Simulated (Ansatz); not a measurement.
Consider the atomization: `OP[SiH2][SeH]` → 5 H• + O• + P• + Se• + Si•.

Program: Ansatz. Geometries: PBE0-D4/def2-TZVP. ΔE: electronic, gas phase. CBS: MP2 limit from def2 TZ/QZ plus the TZ coupled-cluster correction, frozen cores. This one scheme is used for every species, atoms too. DFT in def2-TZVPP. No spin–orbit coupling; open shells (•) take unrestricted orbitals. Spin–orbit coupling would lower the free atoms: a little for O, Si; clearly for Se. For Se outer-core shells are correlated without core-valence functions, so the limit isn't a true one: a few kJ/mol of doubt a bond, and 10 to 20 or more in all where bonds break to atoms. Scalar relativity is left out up to krypton. One conformer a species, not always the lowest.

`OP[SiH2][SeH]`:

Cartesian coordinates in Å:
```
O 0.518 -1.620 -1.215
P 0.273 0.016 -1.375
Si -0.702 0.438 0.619
Se 0.862 0.371 2.277
H 1.422 -1.831 -1.461
H -0.975 -0.018 -2.065
H -1.350 1.775 0.522
H -1.699 -0.588 1.018
H 1.651 1.457 1.679
```

| level | ΔE (eV) | difference from CCSD(T)/CBS |
| --- | --- | --- |
| LDA (SPW92) | 31.72 | 4.13 |
| revPBE-D4 | 27.12 | -0.47 |
| BHLYP-D4 | 26.64 | -0.95 |
| CAM-B3LYP-D4 | 27.48 | -0.11 |
| ωB97X-V | 27.81 | 0.22 |
| ωB97M-V | 27.59 | 0.00 |
| B2PLYP | 26.96 | -0.63 |
| revPBE | 26.48 | -1.11 |
| BLYP | 26.93 | -0.66 |
| PBE0 | 27.01 | -0.58 |
| LC-ωPBE | 26.88 | -0.71 |
| HF/def2-SVP | 18.01 | -9.58 |
| CCSD/def2-SVP | 24.31 | -3.28 |
| SCS-MP2/def2-TZVPP | 26.78 | -0.81 |
| HF/def2-QZVPP | 18.62 | -8.97 |
| MP2/def2-QZVPP | 27.27 | -0.32 |
| CCSD(T)/CBS | 27.59 | 0 |

Largest T1 diagnostic among the species: 0.012.

From BLYP to BHLYP (50 % exact exchange), in def2-TZVPP and without D4, ΔE moves by −0.63 eV: exact exchange takes away binding that semilocal exchange gives to molecules. The D4 term adds +0.40 eV with B3LYP and +0.21 eV with PBE0; it sums over pairs of atoms, weighted by their polarisabilities, and B3LYP, whose exchange is more repulsive, gets the larger term.

B3LYP here is the variant with VWN-RPA as its local correlation; programs differ in this.

For atomizations the MP2-based limit and the directly extrapolated one differ by several kJ/mol either way, and by 10 to 25 for some Ge, Se and Sn compounds, so smaller differences from it don't rank the levels.
